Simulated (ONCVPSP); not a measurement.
## LDA (Perdew-Zunger) ONCV dataset for gallium (Ga), scalar-relativistic all-electron reference.

ONCVPSP 4.0.1 was run on this input:

```
# ATOM AND REFERENCE CONFIGURATION
# atsym  z   nc   nv     iexc    psfile
  Ga 31.00    5    3        3      upf
#
#   n    l    f
    1    0    2.00
    2    0    2.00
    2    1    6.00
    3    0    2.00
    3    1    6.00
    3    2   10.00
    4    0    1.50
    4    1    1.50
#
# PSEUDOPOTENTIAL AND OPTIMIZATION
# lmax
    2
#
#   l,   rc,      ep,       ncon, nbas, qcut
    0    2.00    0.00    4    9    3.50
    1    2.60    0.00    4    8    2.70
    2    0.85    0.00    4    9   17.70
#
# LOCAL POTENTIAL
# lloc, lpopt,  rc(5),   dvloc0
    4    5    0.65    2.00
#
# VANDERBILT-KLEINMAN-BYLANDER PROJECTORs
# l, nproj, debl
    0    2    3.30
    1    2    0.70
    2    2    4.00
#
# MODEL CORE CHARGE
# icmod, fcfact, rcfact
    2    0.30    1.15
#
# LOG DERIVATIVE ANALYSIS
# epsh1, epsh2, depsh
   -2.00    5.00    0.02
#
# OUTPUT GRID
# rlmax, drl
    6.00    0.01
#
# TEST CONFIGURATIONS
# ncnf
    4
# nvcnf
#   n    l    f
    3
    3    2   10.00
    4    0    2.00
    4    1    1.00
#
    3
    3    2   10.00
    4    0    2.00
    4    1    0.00
#
    3
    3    2   10.00
    4    0    1.00
    4    1    0.00
#
    3
    3    2    9.00
    4    0    2.00
    4    1    1.00
#
```

Command:

```bash
oncvpsp.x < Ga.dat > Ga.out
```

Resulting log (shortened: citation, most of the input echo, consistency checks and plot data are left out):

```
ONCVPSP  (Optimized Norm-Conservinng Vanderbilt PSeudopotential)
scalar-relativistic version 4.0.1

#   n    l    f        energy (Ha)
    1    0    2.00    -3.7527268E+02
    2    0    2.00    -4.6341552E+01
    2    1    6.00    -4.0393704E+01
    3    0    2.00    -5.4542673E+00
    3    1    6.00    -3.6617330E+00
    3    2   10.00    -7.4833970E-01
    4    0    1.50    -3.5838269E-01
    4    1    1.50    -1.1527355E-01

Reference configufation results
  iterations    28
  all-electron total energy (Ha)   -1.94099845D+03

Begin loop to  construct optimized pseudo wave functions
and semi-local pseudopoentials for all angular momenta

   Wellstate for l =  0  n =  6
     eigenvalue =   2.9416
     asymptotic potential =   3.4416
     half-point radius =  3.3382

Calculating optimized projector #   1

 for l=   0

    Fraction of norm inside rc  0.420127
    Optimizing pswf for qcut=   3.51 a_B^-1,  ecut=   6.16 Ha
    Residual kinetic energy error=  1.15D-03 Ha

    Energy error per electron        Cutoff
         Ha          eV             Ha
         0.01000     0.27211        3.96
         0.00100     0.02721        6.59
         0.00010     0.00272       46.26
         0.00001     0.00027       59.96

Calculating optimized projector #   2

 for l=   0

    Fraction of norm inside rc  0.134733
    Optimizing pswf for qcut=   3.51 a_B^-1,  ecut=   6.16 Ha
    Residual kinetic energy error=  7.04D-02 Ha

    Energy error per electron        Cutoff
         Ha          eV             Ha
         0.01000     0.27211       10.84
         0.00100     0.02721       43.86
         0.00010     0.00272       73.72
         0.00001     0.00027       82.32

   Wellstate for l =  1  n =  5
     eigenvalue =   0.5847
     asymptotic potential =   1.0847
     half-point radius =  4.7958

Calculating optimized projector #   1

 for l=   1

    Fraction of norm inside rc  0.373788
    Optimizing pswf for qcut=   2.70 a_B^-1,  ecut=   3.64 Ha
    Residual kinetic energy error=  9.45D-05 Ha

    Energy error per electron        Cutoff
         Ha          eV             Ha
         0.01000     0.27211        1.43
         0.00100     0.02721        2.28
         0.00010     0.00272        3.75
         0.00001     0.00027       26.08

Calculating optimized projector #   2

 for l=   1

    Fraction of norm inside rc  0.272660
    Optimizing pswf for qcut=   2.70 a_B^-1,  ecut=   3.64 Ha
    Residual kinetic energy error=  4.37D-04 Ha

    Energy error per electron        Cutoff
         Ha          eV             Ha
         0.01000     0.27211        2.14
         0.00100     0.02721        2.87
         0.00010     0.00272        7.61
         0.00001     0.00027       20.16

   Wellstate for l =  2  n =  5
     eigenvalue =   3.2517
     asymptotic potential =   3.7517
     half-point radius =  2.5441

Calculating optimized projector #   1

 for l=   2

    Fraction of norm inside rc  0.635630
    Optimizing pswf for qcut=  17.69 a_B^-1,  ecut= 156.41 Ha
    Residual kinetic energy error=  1.09D-05 Ha

    Energy error per electron        Cutoff
         Ha          eV             Ha
         0.01000     0.27211      108.70
         0.00100     0.02721      128.04
         0.00010     0.00272      142.52
         0.00001     0.00027      159.59

Calculating optimized projector #   2

 for l=   2

    Fraction of norm inside rc  0.049384
    Optimizing pswf for qcut=  17.69 a_B^-1,  ecut= 156.41 Ha
    Residual kinetic energy error=  8.85D-06 Ha

    Energy error per electron        Cutoff
         Ha          eV             Ha
         0.01000     0.27211       98.07
         0.00100     0.02721      122.66
         0.00010     0.00272      140.27
         0.00001     0.00027      156.15

Construct Vanderbilt / Kleinmman-Bylander projectors

B matrix Hermiticity error, ll=   0
   1   2   -1.8563E-04

  Orthonormal projector coefficients  1.5475E+01  1.6175E+00

B matrix Hermiticity error, ll=   1
   1   2    2.5731E-05

  Orthonormal projector coefficients  6.0808E+00  3.8318E-01

B matrix Hermiticity error, ll=   2
   1   2   -5.8230E-04

  Orthonormal projector coefficients -1.6884E+01 -4.4524E+00

Model core correction analysis
  based on d2Exc/dn_idn_j

d2excae - all-electron derivatives

   -2.984652D-02   -6.528719D-03   -2.942284D-03
   -6.527978D-03   -3.025339D-02   -2.336087D-02
   -2.942068D-03   -2.335936D-02   -2.629805D-02

d2excps - pseudofunction derivatives with no core correction

   -5.025197D-02   -7.649749D-03   -3.307909D-03
   -7.649163D-03   -3.095492D-02   -2.360504D-02
   -3.307661D-03   -2.360360D-02   -2.631661D-02

rms 2nd derivative error    6.829473E-03

amplitude prefactor, scale prefactor
    1.5264    1.6555

d2excps - pseudofunction derivatives with core correction

   -4.126059D-02   -6.748301D-03   -2.983100D-03
   -6.747541D-03   -3.037347D-02   -2.337498D-02
   -2.982891D-03   -2.337357D-02   -2.622449D-02

rms 2nd derivative error    3.806443E-03

Pseudoatom total energy  -77.439871

Diagnostic tests using Vanderbilt-Kleinman-Bylander pseudopotentials
  1 or more projectors used as specified by nproj input data

   l    rcore       rmatch      e in        delta e   norm test  slope test

   0   2.0056193   2.0665143  -0.3583827  -0.0000015   1.0000255   1.0000399
   0   2.0056193   2.0665143   2.9416173   0.0000439   1.0002177   1.0002177

   1   2.6095141   2.6887446  -0.1152736  -0.0000001   1.0000181   1.0000301
   1   2.6095141   2.6887446   0.5847265   0.0000002   1.0000776   1.0000776

   2   0.8525842   0.8784705  -0.7483397  -0.0000147   1.0001895   1.0001979
   2   0.8525842   0.8784705   3.2516603  -0.0000116   1.0005511   1.0005511

 Testing for bound ghosts
   n   l    E NL Schr. Eq   E Basis Diag.   E Cutoff

       0                       -7.075807     86.34  WARNING - GHOST(-)
   1   0       -0.358384       -0.355362     86.34

       1                       -0.852714     44.23  WARNING - GHOST(-)
   2   1       -0.115274       -0.110939     44.23

   3   2       -0.748354       -0.729560    609.33

 Testing for highly-localized positive-energy ghosts
       l    <radius>/rc     E Basis Diag.   E Cutoff

Test configuration 0

   n   l     f        eae           eps        diff
   1   0  2.0000 -375.27268267
   2   0  2.0000  -46.34155188
   2   1  6.0000  -40.39370428
   3   0  2.0000   -5.45426733
   3   1  6.0000   -3.66173295
   3   2 10.0000   -0.74833970   -0.74835437   -1.47D-05
   4   0  1.5000   -0.35838269   -0.35838420   -1.51D-06
   4   1  1.5000   -0.11527355   -0.11527366   -1.10D-07

    Total energies and differences
      AE_ref= -1.94099845D+03  AE_tst= -1.94099845D+03  dif=  0.00D+00
      PS_ref= -7.74398706D+01  PS_tst= -7.74398706D+01  dif=  2.70D-13
      PSP excitation error= -2.70D-13

Test configuration 1

   n   l     f        eae           eps        diff
   1   0  2.0000 -375.23610779
   2   0  2.0000  -46.30652812
   2   1  6.0000  -40.35863702
   3   0  2.0000   -5.41792660
   3   1  6.0000   -3.62543321
   3   2 10.0000   -0.71296863   -0.71326980   -3.01D-04
   4   0  2.0000   -0.33715579   -0.33719675   -4.10D-05
   4   1  1.0000   -0.10062281   -0.10061078    1.20D-05

    Total energies and differences
      AE_ref= -1.94099845D+03  AE_tst= -1.94111837D+03  dif= -1.20D-01
      PS_ref= -7.74398706D+01  PS_tst= -7.75598164D+01  dif= -1.20D-01
      PSP excitation error=  2.35D-05

Test configuration 2

   n   l     f        eae           eps        diff
   1   0  2.0000 -375.54603291
   2   0  2.0000  -46.61347225
   2   1  6.0000  -40.66598189
   3   0  2.0000   -5.72554829
   3   1  6.0000   -3.93315536
   3   2 10.0000   -1.01987552   -1.01933553    5.40D-04
   4   0  2.0000   -0.61220096   -0.61251906   -3.18D-04

    Total energies and differences
      AE_ref= -1.94099845D+03  AE_tst= -1.94090198D+03  dif=  9.65D-02
      PS_ref= -7.74398706D+01  PS_tst= -7.73433408D+01  dif=  9.65D-02
      PSP excitation error= -5.86D-05

Test configuration 3

   n   l     f        eae           eps        diff
   1   0  2.0000 -375.99705519
   2   0  2.0000  -47.05460604
   2   1  6.0000  -41.10797129
   3   0  2.0000   -6.17040259
   3   1  6.0000   -4.37790881
   3   2 10.0000   -1.46027975   -1.45811430    2.17D-03
   4   0  1.0000   -0.97301767   -0.97414888   -1.13D-03

    Total energies and differences
      AE_ref= -1.94099845D+03  AE_tst= -1.94011176D+03  dif=  8.87D-01
      PS_ref= -7.74398706D+01  PS_tst= -7.65523729D+01  dif=  8.87D-01
      PSP excitation error= -8.12D-04

Test configuration 4

   n   l     f        eae           eps        diff
   1   0  2.0000 -375.94986739
   2   0  2.0000  -47.05279149
   2   1  6.0000  -41.10178029
   3   0  2.0000   -6.10619979
   3   1  6.0000   -4.30617795
   3   2  9.0000   -1.36714915   -1.38517358   -1.80D-02
   4   0  2.0000   -0.72017443   -0.71878563    1.39D-03
   4   1  1.0000   -0.41654368   -0.41498814    1.56D-03

    Total energies and differences
      AE_ref= -1.94099845D+03  AE_tst= -1.94009063D+03  dif=  9.08D-01
      PS_ref= -7.74398706D+01  PS_tst= -7.65236525D+01  dif=  9.16D-01
      PSP excitation error= -8.40D-03
```

Note: ghosts flagged at negative energy: s at -192.5 eV, p at -23.2 eV; no localised positive-energy state flagged. A true bound ghost makes a file unfit for plane-wave use.

The run took about 4.5 s on one core of a shared server CPU.
